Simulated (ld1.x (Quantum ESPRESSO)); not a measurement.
# helium: TM pseudisation with LDA (PZ), scalar-relativistic reference atom.

- Element: He (Z = 2)
- Generator: ld1.x (Quantum ESPRESSO) 7.5
- Type: norm-conserving Troullier–Martins (Kleinman–Bylander form)
- Functional: LDA (PZ)
- Relativity: scalar-relativistic
- Frozen core: none
- Valence charge: 2
- Reference configuration: 1s2
- Partial waves: 1s (bound): rc 0.65 bohr; 2p channel at -0.15 Ry: rc 0.55 bohr
- Local potential: all-electron potential smoothed inside 0.55 bohr (lloc = -2)
- Core correction: none

Question: Estimate the cutoffs (Ry, on a coarse ladder) from which the occupation-weighted sum of valence levels, in a spherical-Bessel basis at the reference potential, stays within 10 and 1 mRy of its value at 400 Ry.

Answer: 120 Ry and 180 Ry.

Question: Does the potential have ghost states?

Answer: No extra level below or beside the all-electron valence levels (s, p, d, f tested).

Question: Tests: 1s1; 1s1.5. Which has the largest error in its energy relative to the reference configuration, and how large is it?

Answer: 1s1, with +7.5 meV (all-electron minus pseudo) on +26.49 eV.
